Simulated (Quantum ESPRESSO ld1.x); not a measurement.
Results of a calculation; reference values are marked as such.
Ru2+, 42 electrons, occupied as [Ar] 3d10 4s1 4p6 4d6 5p1 (not the ground configuration).

Level of theory: scalar-relativistic Kohn-Sham, LDA (Slater exchange, Perdew-Zunger correlation), spin-polarised, spherical densities, point nucleus; open shells are filled with parallel spins first (ld1.x of Quantum ESPRESSO 7.5).

Energy parts (Ry):
part                       energy
total                  -9044.7126
kinetic                 9350.5418
electron-nucleus      -21742.4026
Hartree                 3603.1047
exchange-correlation    -255.9565

Orbitals (lengths in bohr, moments of r in powers of bohr; <r^-3> diverges for s and p1/2):
\begin{tabular}{lrrrrr}
orbital & occ. & eigenvalue (Ry) & <r> & <1/r> & <r^-3> \\ \hline
1s up & 1 & -1612.52 & 0.03347 & 45.83 & - \\
1s down & 1 & -1612.50 & 0.03347 & 45.82 & - \\
2s up & 1 & -233.819 & 0.1458 & 10.36 & - \\
2s down & 1 & -233.754 & 0.1458 & 10.36 & - \\
2p up & 3 & -209.791 & 0.1270 & 10.05 & 2997 \\
2p down & 3 & -209.736 & 0.1270 & 10.05 & 2997 \\
3s up & 1 & -42.9637 & 0.4034 & 3.589 & - \\
3s down & 1 & -42.9035 & 0.4032 & 3.590 & - \\
3p up & 3 & -35.0698 & 0.4035 & 3.420 & 514.7 \\
3p down & 3 & -35.0054 & 0.4032 & 3.422 & 514.9 \\
3d up & 5 & -22.3284 & 0.3843 & 3.194 & 69.40 \\
3d down & 5 & -22.2513 & 0.3838 & 3.196 & 69.47 \\
4s up & 1 & -7.77303 & 1.005 & 1.367 & - \\
4s down & 0 & -7.47652 & 1.004 & 1.370 & - \\
4p up & 3 & -5.53008 & 1.100 & 1.230 & 83.87 \\
4p down & 3 & -5.23459 & 1.102 & 1.229 & 83.84 \\
4d up & 5 & -2.31108 & 1.425 & 0.9318 & 7.105 \\
4d down & 1 & -2.04133 & 1.454 & 0.9163 & 6.865 \\
5s up & 0 & -1.67502 & 2.580 & 0.5023 & - \\
5s down & 0 & -1.51507 & 2.653 & 0.4876 & - \\
5p up & 1 & -1.20507 & 3.048 & 0.4213 & 10.40 \\
5p down & 0 & -1.07286 & 3.184 & 0.4022 & 9.302 \\
5d up & 0 & -0.62756 & 4.419 & 0.2927 & 0.7941 \\
5d down & 0 & -0.55557 & 4.807 & 0.2673 & 0.6459 \\
6p up & 0 & -0.47505 & 6.413 & 0.2056 & 3.022 \\
6p down & 0 & -0.44370 & 6.777 & 0.1945 & 2.673 \\
4f up & 0 & -0.38545 & 5.085 & 0.2383 & 0.03509 \\
4f down & 0 & -0.33438 & 6.062 & 0.1958 & 0.01779 \\
\end{tabular}

The highest occupied level is 5p up at -16.396 eV. The configuration is held as typed, so some empty levels lie below it. Spin moment in Bohr magnetons: 6. The density falls to 0.001 e/bohr^3 at r = 4.09 bohr. Summed over all electrons, <r^2> = 37.85 bohr^2, which gives a Langevin (diamagnetic) susceptibility term of -30 x 10^-6 cm^3/mol.
